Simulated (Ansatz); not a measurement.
Consider the formal exchange of groups at a Te–C bond: `[SiH3]OC[TeH]` + `C[SiH3]` → `C[SiH2][TeH]` + `CO[SiH3]`.

Computed with Ansatz on PBE0-D4/def2-TZVP structures; ΔE is electronic, products minus reactants. CBS: MP2 limit from def2 TZ/QZ plus the TZ coupled-cluster correction, frozen cores. This one scheme is used for every species. Functionals use def2-TZVPP. B3LYP here is the variant with VWN-RPA as its local correlation; programs differ in this. Elements past krypton have def2 core potentials. For Te outer-core shells are correlated without core-valence functions, which leaves a few kJ/mol of doubt a bond. One conformer a species, not always the lowest.

| level | ΔE (kJ/mol) | difference from CCSD(T)/CBS |
| --- | --- | --- |
| PBE-D4 | -92.1 | 3.7 |
| r2SCAN-D4 | -96.5 | -0.7 |
| PBE0-D4 | -100.1 | -4.3 |
| B3LYP-D4 | -91.8 | 4.0 |
| ωB97M-V | -97.2 | -1.4 |
| B2PLYP | -95.8 | 0.0 |
| PBE | -94.1 | 1.7 |
| r2SCAN | -96.9 | -1.1 |
| PBE0 | -101.8 | -6.0 |
| MP2/def2-TZVPP | -97.4 | -1.6 |
| CCSD/def2-TZVPP | -96.5 | -0.7 |
| CCSD(T)/def2-TZVPP | -93.3 | 2.5 |
| HF/def2-QZVPP | -109.2 | -13.4 |
| MP2/def2-QZVPP | -98.8 | -3.0 |
| MP2/CBS(def2) | -100.0 | -4.2 |
| CCSD/CBS(def2) | -99.1 | -3.3 |
| CCSD(T)/CBS | -95.8 | 0 |

Largest T1 diagnostic among the species: 0.012.

The D4 term adds +3.3 kJ/mol with B3LYP and +1.7 kJ/mol with PBE0; it sums over pairs of atoms, weighted by their polarisabilities, and B3LYP, whose exchange is more repulsive, gets the larger term. From PBE to PBE0 (25 % exact exchange), in def2-TZVPP and without D4, ΔE moves by −7.8 kJ/mol.
